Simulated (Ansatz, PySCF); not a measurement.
Cl₃Ga, SMILES [Cl][Ga+]([Cl])[Cl] (connectivity only; charge and spin as stated), charge +1, multiplicity 2. Atoms are numbered in the order given.

```xyz
4

Ga    -0.1618     0.2879     0.0000
Cl     1.8812    -0.5011    -0.0001
Cl    -1.1688     2.0806     0.0000
Cl    -0.5506    -1.8674     0.0001
```
Charge +1, spin multiplicity 2.

The structure is a stationary point at PBE0-D3(BJ)/def2-SVP.

Two levels are set side by side: PBE-D3(BJ)/def2-SVP (Ansatz, an electronic-structure program) and PBE0-D3(BJ)/def2-SVP (Ansatz). Each level has its own optimised geometry; the coordinates shown are those of the second. Frequencies come from the Hessian of PySCF at each geometry. Differences are taken from unrounded values.

```tsv
quantity	PBE0-D3(BJ)
mean bond length (Å)	2.145
bond Ga1–Cl2 (Å)	2.190
bond Ga1–Cl3 (Å)	2.056
bond Ga1–Cl4 (Å)	2.190
highest harmonic wavenumber (cm⁻¹)	541
mean harmonic wavenumber (cm⁻¹)	263
zero-point energy (kcal/mol)	2.26
```

**Question.** What does PBE-D3(BJ) give, and how far is it from PBE0-D3(BJ)? (The exact figures need the calculation; the answer reports its results.)

**Answer.** 
```
quantity                            PBE-D3(BJ)  PBE-D3(BJ) minus PBE0-D3(BJ)
----------------------------------  ----------  ----------------------------
mean bond length (Å)                     2.165                         0.020
bond Ga1–Cl2 (Å)                         2.210                         0.020
bond Ga1–Cl3 (Å)                         2.074                         0.018
bond Ga1–Cl4 (Å)                         2.210                         0.020
highest harmonic wavenumber (cm⁻¹)         513                           -28
mean harmonic wavenumber (cm⁻¹)            249                           -14
zero-point energy (kcal/mol)              2.13                         -0.12
```

Exact exchange shortens and stiffens bonds; PBE has none. Differences between two approximate levels are no errors against the true value.
